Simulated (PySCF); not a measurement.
H2Cl2Si, charge +1, doublet, at a GFN2-xTB geometry (a state made from the parent by changing its charge; the spin is typed, not shown lowest), atoms displaced at random by about 0.1 Å a coordinate; B3LYP/6-31G (PySCF).

Here is a job for PySCF.
```python
from pyscf import gto, scf, dft
from pyscf.geomopt import geometric_solver

mol = gto.M(
    atom='''
Si   -0.06125228   -0.57910189    0.00426290
Cl    1.65605192    0.36668799    0.07542215
Cl   -1.74379469    0.44935844    0.00353624
H    -0.05675351   -1.79676159    1.02789606
H    -0.01864814   -1.68246659   -0.88334644
''',
    basis='6-31g',
    charge=1,
    spin=1,
    verbose=3,
)

def method(m):
    mf = dft.UKS(m)
    mf.xc = 'b3lyp'
    return mf

conv, mol_eq = geometric_solver.kernel(method(mol), maxsteps=100, trust=0.02, tmax=0.3)
print('optimisation converged:', conv)
print(mol_eq.tostring(format='xyz'))
mf = method(mol_eq)
mf.kernel()
```

**Question.** Predict the main parts of the log of this PySCF run.

**Answer.** 
```
Custom engine selected.
Bonds will be generated from interatomic distances less than 1.20 times sum of covalent radii
15 internal coordinates being used (instead of 15 Cartesians)
Internal coordinate system (atoms numbered from 1):
Distance 1-2
Distance 1-3
Distance 1-4
Distance 1-5
Angle 2-1-3
Angle 2-1-4
Angle 2-1-5
Angle 3-1-4
Angle 3-1-5
Angle 4-1-5
Translation-X 1-5
Translation-Y 1-5
Translation-Z 1-5
Rotation-A 1-5
Rotation-B 1-5
Rotation-C 1-5
<class 'geometric.internal.Distance'> : 4
<class 'geometric.internal.Angle'> : 6
<class 'geometric.internal.TranslationX'> : 1
<class 'geometric.internal.TranslationY'> : 1
<class 'geometric.internal.TranslationZ'> : 1
<class 'geometric.internal.RotationA'> : 1
<class 'geometric.internal.RotationB'> : 1
<class 'geometric.internal.RotationC'> : 1
> ===== Optimization Info: ====
> Job type: Energy minimization
> Maximum number of optimization cycles: 100
> Initial / maximum trust radius (Angstrom): 0.020 / 0.300
> Convergence Criteria:
> Will converge when all 5 criteria are reached:
>  |Delta-E| < 1.00e-06
>  RMS-Grad  < 3.00e-04
>  Max-Grad  < 4.50e-04
>  RMS-Disp  < 1.20e-03
>  Max-Disp  < 1.80e-03
> === End Optimization Info ===

Geometry optimization cycle 1
Cartesian coordinates (Angstrom)
 Atom        New coordinates             dX        dY        dZ
  Si  -0.061252  -0.579102   0.004263    0.000000  0.000000  0.000000
  Cl   1.656052   0.366688   0.075422    0.000000  0.000000  0.000000
  Cl  -1.743795   0.449358   0.003536    0.000000  0.000000 -0.000000
   H  -0.056754  -1.796762   1.027896    0.000000  0.000000  0.000000
   H  -0.018648  -1.682467  -0.883346    0.000000  0.000000  0.000000

WARN: Mole.unit (angstrom) is changed to Bohr

converged SCF energy = -1210.63937678077  <S^2> = 0.75809819  2S+1 = 2.0080819
--------------- UKS_Scanner gradients ---------------
         x                y                z
0 Si     0.0067021545     0.0431876414    -0.0211833061
1 Cl    -0.0654527125    -0.0360348083    -0.0042960532
2 Cl     0.0569704159    -0.0327770635    -0.0013636433
3 H     0.0013870820    -0.0046315362    -0.0083790162
4 H     0.0004014386     0.0302695030     0.0352349465
----------------------------------------------
cycle 1: E = -1210.63937678  dE = -1210.64  norm(grad) = 0.120554
Step    0 : Gradient = 5.391e-02/7.484e-02 (rms/max) Energy = -1210.6393767808
[...]
Geometry optimization cycle 2
Cartesian coordinates (Angstrom)
 Atom        New coordinates             dX        dY        dZ
  Si  -0.060936  -0.585152   0.002531    0.000316 -0.006050 -0.001732
  Cl   1.678736   0.375597   0.081224    0.022684  0.008909  0.005802
  Cl  -1.764003   0.455729   0.008262   -0.020208  0.006370  0.004726
   H  -0.058295  -1.791635   1.040564   -0.001542  0.005127  0.012668
   H  -0.019918  -1.696855  -0.904841   -0.001270 -0.014389 -0.021495
converged SCF energy = -1210.64746186786  <S^2> = 0.75828056  2S+1 = 2.0082635
--------------- UKS_Scanner gradients ---------------
         x                y                z
0 Si     0.0044193120     0.0379410811    -0.0178689059
1 Cl    -0.0514439339    -0.0287257714    -0.0035713723
2 Cl     0.0453135180    -0.0262666703    -0.0012484527
3 H     0.0012582945    -0.0058620178    -0.0072175236
4 H     0.0004611534     0.0229271549     0.0299224283
----------------------------------------------
cycle 2: E = -1210.64746187  dE = -0.00808509  norm(grad) = 0.0975542
Step    1 : Displace = 1.999e-02/2.589e-02 (rms/max) Trust = 2.000e-02 (=) Grad = 4.363e-02/5.903e-02 (rms/max) E (change) = -1210.6474618679 (-8.085e-03) Quality = 1.024
[...]
Geometry optimization cycle 3
Cartesian coordinates (Angstrom)
 Atom        New coordinates             dX        dY        dZ
  Si  -0.060310  -0.598049   0.001441    0.000626 -0.012897 -0.001090
  Cl   1.707056   0.386393   0.088601    0.028320  0.010796  0.007376
  Cl  -1.789055   0.462975   0.014387   -0.025053  0.007246  0.006125
[...]
converged SCF energy = -1210.6560148691  <S^2> = 0.75841153  2S+1 = 2.0083939
Step    2 : Displace = 2.831e-02/3.878e-02 (rms/max) Trust = 2.828e-02 (+) Grad = 3.209e-02/4.114e-02 (rms/max) E (change) = -1210.6560148691 (-8.553e-03) Quality = 1.019
converged SCF energy = -1210.66339825485  <S^2> = 0.75822489  2S+1 = 2.0082081
Step    3 : Displace = 3.741e-02/5.471e-02 (rms/max) Trust = 4.000e-02 (+) Grad = 2.199e-02/3.015e-02 (rms/max) E (change) = -1210.6633982548 (-7.383e-03) Quality = 1.037
converged SCF energy = -1210.6700191037  <S^2> = 0.75702481  2S+1 = 2.0070125
Step    4 : Displace = 5.647e-02/8.392e-02 (rms/max) Trust = 5.657e-02 (+) Grad = 1.433e-02/2.517e-02 (rms/max) E (change) = -1210.6700191037 (-6.621e-03) Quality = 1.085
converged SCF energy = -1210.67567293416  <S^2> = 0.75446018  2S+1 = 2.0044552
Step    5 : Displace = 8.166e-02/1.159e-01 (rms/max) Trust = 8.000e-02 (+) Grad = 8.448e-03/1.594e-02 (rms/max) E (change) = -1210.6756729342 (-5.654e-03) Quality = 1.132
converged SCF energy = -1210.67790933157  <S^2> = 0.75260285  2S+1 = 2.0026012
Step    6 : Displace = 8.704e-02/1.167e-01 (rms/max) Trust = 1.131e-01 (+) Grad = 5.366e-03/7.667e-03 (rms/max) E (change) = -1210.6779093316 (-2.236e-03) Quality = 0.968
converged SCF energy = -1210.67813605108  <S^2> = 0.75266359  2S+1 = 2.0026618
Step    7 : Displace = 1.088e-02/1.642e-02 (rms/max) Trust = 1.600e-01 (+) Grad = 2.302e-03/3.303e-03 (rms/max) E (change) = -1210.6781360511 (-2.267e-04) Quality = 1.302
converged SCF energy = -1210.67822231934  <S^2> = 0.75263247  2S+1 = 2.0026307
Step    8 : Displace = 9.754e-03/1.542e-02 (rms/max) Trust = 2.263e-01 (+) Grad = 1.082e-03/1.370e-03 (rms/max) E (change) = -1210.6782223193 (-8.627e-05) Quality = 1.197
[...]
  Cl   1.790425   0.362362   0.105114   -0.001856 -0.004091  0.000008
  Cl  -1.857100   0.413801   0.027595    0.000788 -0.003386 -0.000594
   H  -0.082879  -1.598883   1.336544   -0.000706  0.002863  0.000871
   H  -0.028822  -1.573839  -1.273892    0.000433  0.004829 -0.000599
converged SCF energy = -1210.67823756864  <S^2> = 0.75262606  2S+1 = 2.0026243
--------------- UKS_Scanner gradients ---------------
         x                y                z
0 Si    -0.0002897486    -0.0004359662    -0.0008874358
1 Cl     0.0004782918     0.0002838937     0.0000489619
2 Cl    -0.0002581383     0.0001910505     0.0000338862
3 H     0.0000608417    -0.0002012991     0.0001586803
4 H     0.0000279570     0.0001668894     0.0006350969
----------------------------------------------
cycle 10: E = -1210.67823757  dE = -1.52493e-05  norm(grad) = 0.00140676
Step    9 : Displace = 3.646e-03/4.628e-03 (rms/max) Trust = 3.000e-01 (+) Grad = 6.291e-04/1.030e-03 (rms/max) E (change) = -1210.6782375686 (-1.525e-05) Quality = 1.351
[...]
Geometry optimization cycle 11
Cartesian coordinates (Angstrom)
 Atom        New coordinates             dX        dY        dZ
  Si  -0.054214  -0.849194   0.037320    0.000178 -0.000371  0.001696
  Cl   1.788785   0.360796   0.105309   -0.001640 -0.001565  0.000195
  Cl  -1.856102   0.411965   0.027014    0.000998 -0.001836 -0.000580
   H  -0.084190  -1.597787   1.337859   -0.001311  0.001097  0.001315
   H  -0.028902  -1.571525  -1.275366   -0.000080  0.002315 -0.001474
converged SCF energy = -1210.67824196828  <S^2> = 0.75263059  2S+1 = 2.0026289
--------------- UKS_Scanner gradients ---------------
         x                y                z
0 Si    -0.0002797893    -0.0001103760    -0.0002955865
1 Cl     0.0000871300     0.0000410250     0.0000397329
2 Cl     0.0001219419    -0.0000665357     0.0000479076
3 H     0.0000550489     0.0000612775    -0.0000136643
4 H     0.0000342337     0.0000796012     0.0002122914
----------------------------------------------
cycle 11: E = -1210.67824197  dE = -4.39964e-06  norm(grad) = 0.000519451
Step   10 : Displace = 2.148e-03/2.705e-03 (rms/max) Trust = 3.000e-01 (=) Grad = 2.323e-04/4.217e-04 (rms/max) E (change) = -1210.6782419683 (-4.400e-06) Quality = 1.198
[...]
Geometry optimization cycle 12
Cartesian coordinates (Angstrom)
 Atom        New coordinates             dX        dY        dZ
  Si  -0.053996  -0.849269   0.038402    0.000217 -0.000075  0.001082
  Cl   1.788400   0.360779   0.105355   -0.000386 -0.000017  0.000046
  Cl  -1.856066   0.411562   0.026332    0.000036 -0.000403 -0.000682
   H  -0.085233  -1.598497   1.338435   -0.001043 -0.000710  0.000576
   H  -0.029133  -1.570679  -1.275651   -0.000230  0.000846 -0.000285
converged SCF energy = -1210.67824274506  <S^2> = 0.75263322  2S+1 = 2.0026315
--------------- UKS_Scanner gradients ---------------
         x                y                z
0 Si    -0.0002707478     0.0000150438    -0.0001233844
1 Cl     0.0000411971     0.0000195077     0.0000345896
2 Cl     0.0001790592    -0.0001079333     0.0000477924
3 H     0.0000413228     0.0000731506     0.0000050124
4 H     0.0000272119     0.0000054286     0.0000276852
----------------------------------------------
cycle 12: E = -1210.67824275  dE = -7.76778e-07  norm(grad) = 0.000382942
Step   11 : Displace = 8.482e-04/1.081e-03 (rms/max) Trust = 3.000e-01 (=) Grad = 1.713e-04/2.979e-04 (rms/max) E (change) = -1210.6782427451 (-7.768e-07) Quality = 1.592
[...]
Converged! =D

optimisation converged: True
5
XYZ from PySCF
Si         -0.05399606       -0.84926858        0.03840167
Cl          1.78839964        0.36077935        0.10535484
Cl         -1.85606597        0.41156186        0.02633216
H          -0.08523329       -1.59849692        1.33843456
H          -0.02913259       -1.57067860       -1.27565112

converged SCF energy = -1210.67824274582  <S^2> = 0.7526332  2S+1 = 2.0026315
```
